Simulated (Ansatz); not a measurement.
Species: B₂H₃ (charge 0, doublet). It need not be the lowest isomer of its formula. 
Structure (B3LYP-D3(BJ)/def2-TZVP (Ansatz, a program for electronic structure) minimum search):
SMILES: B[BH]
```xyz
5

B     -0.2379     0.0034     0.8100
B      0.2019    -0.0029    -0.6875
H     -0.5693     0.0082     1.9388
H      0.3386     1.0200    -1.2906
H      0.4106    -1.0309    -1.2607
```
Charge 0, spin multiplicity 2.

Basis-set convergence of Hartree-Fock and CCSD correlation energies (hartree) with Ansatz. Correlated levels leave the core frozen unless marked. UHF or UKS for open shells. Spin-orbit coupling is left out. Non-relativistic.

| basis | functions | E(HF) | E(corr, CCSD) |
|---|---|---|---|
| def2-SVPD | 64 | -50.97888 | -0.18692 |
| def2-TZVPPD | 125 | -51.03638 | -0.21257 |
| def2-QZVPPD | 225 | -51.03890 | -0.22104 |

Extrapolating the two largest sets (X = 3 and 4) as X^-3: E(corr) = (64·(-0.22104) - 27·(-0.21257))/37 = -0.2272 Eh, an estimate of the basis-set limit. The largest set recovers 97.3 % of it, the smallest 82.3 %.
